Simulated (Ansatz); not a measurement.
Molecule: LuF$_{3}$, charge 0, multiplicity 1. SMILES: [Lu]([F])([F])[F]
Geometry: optimised at B3LYP-D3(BJ)/def2-TZVP (Ansatz, an electronic-structure program).

Quantity: vertical triplet-singlet gap (E(triplet) - E(singlet); each state is the SCF solution reached for its spin; the molecule has degenerate orbitals, so one determinant may break the symmetry), in eV. Cores are frozen in the correlated levels unless marked. Open shells are spin-unrestricted. Spin-orbit coupling is left out. The frozen core is the preceding noble-gas configuration, with the filled d and f shells of earlier blocks. In def2 rows, elements after Kr have scalar-relativistic effective core potentials. 

```csv
level,program,vertical triplet-singlet gap (eV)
SVWN5/def2-TZVP,Ansatz,5.45
PBE/def2-TZVP,Ansatz,5.34
r2SCAN/def2-TZVP,Ansatz,5.46
B3LYP/def2-TZVP,Ansatz,6.17
PBE0/def2-TZVP,Ansatz,6.41
BHLYP/def2-TZVP,Ansatz,7.19
CAM-B3LYP/def2-TZVP,Ansatz,6.77
wB97M-V/def2-TZVP,Ansatz,7.01
wB97X-V/def2-TZVP,Ansatz,7.16
B2PLYP/def2-TZVP,Ansatz,7.50
```
